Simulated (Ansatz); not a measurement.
System: sum formula H3B2O, charge 0, multiplicity 2. It need not be the lowest isomer of its formula. 
Structure (B3LYP-D3(BJ)/def2-TZVP (Ansatz, a quantum-chemistry and plane-wave program) minimum search):
SMILES: [BH]OB
```xyz
6

O     -0.0797    -0.0515     0.0044
B     -1.1709    -0.7681    -0.0015
H     -1.8232    -1.0261     0.9661
B      1.0536     0.6688    -0.1266
H      0.9534     1.8370    -0.3328
H      2.0938     0.0981    -0.0277
```
Charge 0, spin multiplicity 2.

Dipole moments at this geometry, in debye (magnitudes).

```tsv
level	program	dipole (D)
BLYP/def2-TZVPD	Ansatz	[?]
r2SCAN/def2-TZVPD	Ansatz	0.45
r2SCAN0/def2-TZVPD	Ansatz	0.56
wB97M-V/def2-TZVPD	Ansatz	0.68
wB97X-V/def2-TZVPD	Ansatz	0.77
CCSD(T)/aug-cc-pVDZ	Ansatz	[?]
```

Task: What belongs in the gaps?

Result: 
- BLYP/def2-TZVPD, dipole (D): 0.43
- CCSD(T)/aug-cc-pVDZ, dipole (D): 0.69
